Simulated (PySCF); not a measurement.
r2SCAN on I (iodine, neutral), [Kr] 4d10 5s1 5p5 5d1, one real determinant (an excited configuration). All numbers are calculated (PySCF 2.14, scalar relativity through the core potential, in aug-cc-pwCVTZ-PP with ECP28MDF).

```
cycle= 1 E= -295.085927373949  delta_E= -0.00987  |g|= 0.0285  |ddm|= 0.937
cycle= 2 E= -295.085546833066  delta_E= 0.000381  |g|= 0.0219  |ddm|= 0.647
cycle= 3 E= -295.084948863676  delta_E= 0.000598  |g|= 0.00245  |ddm|= 0.271
cycle= 4 E= -295.084952813195  delta_E= -3.95e-06  |g|= 0.000534  |ddm|= 0.0209
cycle= 5 E= -295.08495285128  delta_E= -3.81e-08  |g|= 0.000145  |ddm|= 0.00699
cycle= 6 E= -295.084952844793  delta_E= 6.49e-09  |g|= 4.19e-05  |ddm|= 0.00166
cycle= 7 E= -295.084952843308  delta_E= 1.48e-09  |g|= 5.06e-06  |ddm|= 0.000656
cycle= 8 E= -295.084952843326  delta_E= -1.78e-11  |g|= 1.22e-06  |ddm|= 6.1e-05
converged SCF energy = -295.084952843326  <S^2> = 3.7551031  2S+1 = 4.0025508
```

Highest occupied orbital energy: 0.173 eV; ⟨L²⟩ = 7.96; populations by l: s 3.01, p 11.00, d 10.99, f 0.00.

**Question.** Can this result be used?

**Answer.** Not for this state. The calculation finished and met its thresholds. ⟨L²⟩ = 7.96 against 12 for a pure F term, so this real determinant mixes terms. Energies and moments cover only the electrons outside the core potential. The outer electron is Rydberg-like, and this basis confines it to a smaller radius and binds it less than a complete one would. At r2SCAN the highest occupied level has a positive energy, so only the finite basis holds that electron; for this excited configuration the basis is too tight for the outer shell.
